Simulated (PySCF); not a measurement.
Deuteron quadrupole couplings in `C=CO/C=C\C(=O)O`

Compound: C5H6O3.
Cartesian coordinates in Å at the GFN2-xTB level; atoms count from 1:
```xyz
14
C5H6O3 angstrom
C      2.918    0.580   -0.631
C      2.049   -0.163    0.034
O      0.710    0.041   -0.074
C     -0.120   -0.731    0.618
C     -1.455   -0.606    0.581
C     -2.160    0.389   -0.223
O     -1.674    1.220   -0.948
O     -3.498    0.278   -0.064
H      2.584    1.371   -1.278
H      3.973    0.410   -0.538
H      2.351   -0.971    0.697
H      0.337   -1.499    1.242
H     -2.072   -1.265    1.167
H     -3.944    0.946   -0.606
```

Level: PBE0/pcSseg-1 (PySCF, non-relativistic); Q(2H) = 0.00286 b; rigid geometry, the same for H and D, with no vibrational averaging.

**Question.** Rank these positions by the coupling χzz of a deuteron there, largest first.
A. H11 (vinylic hydrogen)
B. H12 (vinylic hydrogen)
C. H9 (vinylic hydrogen)
D. H14 (acid proton)
E. H13 (vinylic hydrogen)

**Answer.** D (295 kHz), C (229 kHz), E (224 kHz), A (206 kHz), B (201 kHz).

**Question.** Tabulate Vzz, the asymmetry η and χzz = 234.96 MHz × Q × Vzz for every hydrogen position.

**Answer.** 
```csv
atom,bonded to,bond length (Å),Vzz (au),η,χzz (kHz)
H9,C1,1.075,0.3403,0.06,229
H10,C1,1.073,0.3450,0.07,232
H11,C2,1.087,0.3060,0.13,206
H12,C4,1.090,0.2985,0.11,201
H13,C5,1.076,0.3340,0.11,224
H14,O8,0.969,0.4385,0.10,295
```

**Question.** Average by the element that carries the hydrogen.

**Answer.** on C: 218 kHz over 5 positions, mean bond length 1.080 Å; on O: 295 kHz over 1 position, mean bond length 0.969 Å.

**Question.** How does χzz go with the bond length over the 5 C–H bonds?

**Answer.** A straight-line fit has a slope of -18.2 kHz for each 0.01 Å, with a correlation coefficient of -1.00, over lengths from 1.073 to 1.090 Å. The longer bonds have the smaller couplings here.

**Question.** Give the 2H NMR doublet splittings at H14 for a magnetic field along the z, y and x axes of the gradient: 3χ/2, 3χ(1 + η)/4, 3χ(1 − η)/4.

**Answer.** With |χ| = 294.7 kHz and η = 0.097: 442, 242 and 200 kHz, to first order and without motion.

The structure is a single GFN2-xTB conformer in the gas phase; no vibrational or solvent corrections. GFN2-xTB bond lengths can be off by several hundredths of an ångström, more for odd bonds, and the gradients follow them. The basis is small and wasn't made for field gradients, so the couplings can be 20 % off.

These values come from a run that also computed NMR shieldings. On one thread of an Intel Xeon Platinum 8259CL at 2.50 GHz, on a shared host, this took 37 s (with the writing of density and orbital grids) and 0.73 GiB of memory at its peak.
